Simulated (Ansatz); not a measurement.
The same bond dissociation along the group B, Al, Ga, In.

Gas-phase electronic energies from Ansatz, PBE0-D4/def2-TZVP geometries. CCSD(T)/CBS is the MP2 limit (def2-TZVPP, def2-QZVPP) plus CCSD(T) − MP2 in def2-TZVPP, frozen cores. This one scheme is used for every species, atoms too. Functionals use def2-TZVPP. No spin–orbit coupling; open shells (•) take unrestricted orbitals. Spin–orbit coupling would lower the free atoms: a little for F. def2 core potentials past Kr. Bonds to Br, Ga, In are less sure, by a few kJ/mol each and by 10 to 20 or more in all where they break to atoms, as the def2 sets lack core-valence functions. Scalar relativity is left out up to krypton. Each species was taken in one conformer, which may not be the lowest.

```json
{"reaction": "`OB(F)Br` → `O[B]Br`• + F•", "CCSD(T)/CBS(def2) (eV)": "7.36"}
{"reaction": "`[OH][Al]([F])[Br]` → `[OH][Al][Br]`• + F•", "CCSD(T)/CBS(def2) (eV)": "6.89"}
{"reaction": "`[OH][Ga]([F])[Br]` → `[OH][Ga][Br]`• + F•", "CCSD(T)/CBS(def2) (eV)": "?"}
{"reaction": "`[OH][In]([F])[Br]` → `[OH][In][Br]`• + F•", "CCSD(T)/CBS(def2) (eV)": "4.77"}
```

Question: Fill in the missing values. (An estimate is asked.)

Answer: Computed: `[OH][Ga]([F])[Br]` → `[OH][Ga][Br]`• + F•: +5.60 eV.

Largest T1 diagnostic: 0.018, for `[OH][In][Br]`•.
